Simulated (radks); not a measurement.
These are the eigenvalues of the occupied orbitals of an atom or ion with whole-number occupations (eV). All-electron calculation, scalar-relativistic Kohn-Sham, BLYP, spin-polarised, spherical densities, finite nucleus; Fermi nuclear charge, rms radius of each element as measured or else 0.836 A^(1/3) + 0.57 fm. Program: a radial shooting solver on a logarithmic mesh with Libxc functionals.

1s up: -19829.23
1s down: -19829.21
2s up: -2803.876
2s down: -2803.430
2p up: -2507.311
2p down: -2506.967
3s up: -479.9603
3s down: -479.6918
3p up: -382.8325
3p down: -382.5334
3d up: -224.7548
3d down: -224.3159
4s up: -68.7841
4s down: -66.4385
4p up: -42.8435
4p down: -40.3188
4d up: -7.4141
5s up: -6.0783
5p up: -2.2167

Which element is it, and in what charge state? The configuration may be excited. Open shells, if any, are filled with parallel spins first.

Answer. Z = 42, molybdenum, charge 0: Mo in [Kr] 4d4 5s1 5p1. The list shows which subshells hold electrons but not how many an open one holds; the 1s level, -728.71 hartree, gives Z - s = 38.2 by -(Z - s)^2/2, which with screening and relativity narrows Z to a few neighbours, and the depths of the outer levels then fix element, charge and occupations together.
